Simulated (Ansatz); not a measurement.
The inner images of a band of F2GeH2O2 + H5NSi (14 atoms, charge 0, multiplicity 1) are given out of order.

Computed with RHF/def2-SVP in Ansatz 0.2.0.

First end point:

```xyz
14
Properties=species:S:1:pos:R:3
Ge -0.527 0.807 0.142
F -0.755 0.317 1.761
F 0.681 1.993 0.258
O -1.952 1.536 -0.478
H -2.407 1.079 -1.171
O -0.034 -0.546 -0.781
H 0.479 -1.197 -0.297
N 1.300 -2.264 1.186
H 0.869 -3.164 1.058
Si 3.052 -2.245 1.227
H 3.627 -2.963 2.391
H 3.532 -2.899 -0.009
H 3.487 -0.834 1.278
H 0.827 -1.793 1.939
```

Last end point:

```xyz
14
Properties=species:S:1:pos:R:3
Ge 0.379 -0.436 -0.469
F -0.740 -0.626 2.603
F 1.537 0.054 -1.627
O -0.142 1.041 0.255
H -0.567 0.960 1.100
O -0.856 -1.336 -1.282
H -1.318 -0.926 -1.998
N 1.104 -1.592 0.727
H 0.839 -2.539 0.501
Si 2.697 -1.444 1.471
H 3.765 -1.997 0.611
H 2.927 -0.006 1.707
H 2.684 -2.184 2.750
H -0.129 -1.139 2.155
```

Q: Put them in order from the first end to the last, with their energies above the first end.
A.
```xyz
14
Properties=species:S:1:pos:R:3
Ge 0.356 -0.397 -0.441
F -0.859 -0.987 2.427
F 1.349 0.163 -1.714
O -0.060 1.040 0.422
H -0.532 0.902 1.232
O -0.965 -1.267 -1.140
H -1.504 -0.833 -1.784
N 1.220 -1.591 0.612
H 1.082 -2.532 0.281
Si 2.749 -1.351 1.464
H 3.450 -2.652 1.478
H 3.568 -0.324 0.789
H 2.491 -0.914 2.853
H -0.167 -1.429 2.025
```
B.
```xyz
14
Properties=species:S:1:pos:R:3
Ge 0.420 -0.375 -0.521
F -1.112 -1.493 1.916
F 1.247 -0.158 -1.994
O 0.503 1.125 0.338
H -0.265 1.425 0.801
O -1.172 -0.883 -0.964
H -1.711 -1.198 -0.252
N 1.282 -1.606 0.502
H 1.339 -2.509 0.060
Si 2.688 -1.247 1.517
H 3.409 -2.525 1.697
H 3.577 -0.248 0.891
H 2.237 -0.739 2.829
H -0.260 -1.740 1.683
```
C.
```xyz
14
Properties=species:S:1:pos:R:3
Ge -0.383 0.186 -0.069
F -0.461 0.091 1.635
F 1.253 0.470 -0.442
O -1.313 1.559 -0.514
H -1.436 2.229 0.141
O -1.001 -1.194 -0.873
H -0.463 -1.964 -0.768
N 1.239 -2.210 1.107
H 1.160 -3.172 0.827
Si 2.886 -1.644 1.342
H 3.609 -2.441 2.367
H 3.610 -1.784 0.062
H 2.852 -0.243 1.798
H 0.626 -2.055 1.890
```
D.
```xyz
14
Properties=species:S:1:pos:R:3
Ge -0.063 -0.284 0.164
F -0.559 -0.160 1.833
F 1.475 0.127 -0.531
O -0.874 1.203 -0.286
H -1.256 1.651 0.453
O -0.848 -1.556 -0.727
H -1.582 -1.271 -1.251
N 1.165 -1.824 1.073
H 1.027 -2.644 0.502
Si 2.913 -1.413 1.272
H 3.436 -2.254 2.372
H 3.601 -1.745 0.018
H 3.035 0.000 1.657
H 0.709 -2.001 1.955
```
E.
```xyz
14
Properties=species:S:1:pos:R:3
Ge -0.339 0.595 0.045
F -0.439 0.360 1.732
F 1.220 1.222 -0.187
O -1.464 1.782 -0.469
H -2.323 1.497 -0.741
O -0.547 -0.915 -0.737
H 0.012 -1.595 -0.362
N 1.238 -2.399 1.141
H 1.077 -3.373 0.949
Si 2.920 -1.913 1.283
H 3.663 -2.693 2.303
H 3.573 -2.128 -0.026
H 2.941 -0.488 1.662
H 0.649 -2.124 1.910
```
F.
```xyz
14
Properties=species:S:1:pos:R:3
Ge -0.046 -0.405 0.023
F -1.303 -0.873 1.220
F 1.467 -0.205 -0.867
O -0.116 1.269 0.490
H -0.847 1.459 1.060
O -0.861 -1.208 -1.288
H -1.741 -1.472 -1.067
N 1.112 -1.651 1.140
H 0.981 -2.559 0.713
Si 2.897 -1.247 1.210
H 3.389 -1.969 2.405
H 3.538 -1.790 0.009
H 3.038 0.197 1.410
H 0.672 -1.718 2.047
```
G.
```xyz
14
Properties=species:S:1:pos:R:3
Ge 0.219 -0.340 -0.339
F -0.902 -1.139 1.518
F 1.336 0.030 -1.581
O 0.060 1.156 0.496
H -0.513 1.088 1.248
O -1.075 -1.108 -1.177
H -1.764 -1.388 -0.589
N 1.197 -1.619 0.687
H 1.244 -2.490 0.177
Si 2.751 -1.250 1.515
H 2.999 -2.339 2.479
H 3.830 -1.197 0.513
H 2.576 0.042 2.196
H 0.222 -1.615 1.360
```

A: E (+0.04 eV), C (+0.12 eV), D (+0.16 eV), F (+0.26 eV), G (+1.21 eV), B (+0.51 eV), A (+0.47 eV).

Time of the run: 12 min on 4 threads of Arm Neoverse V2, with other jobs on the host, peak memory 0.53 GiB.
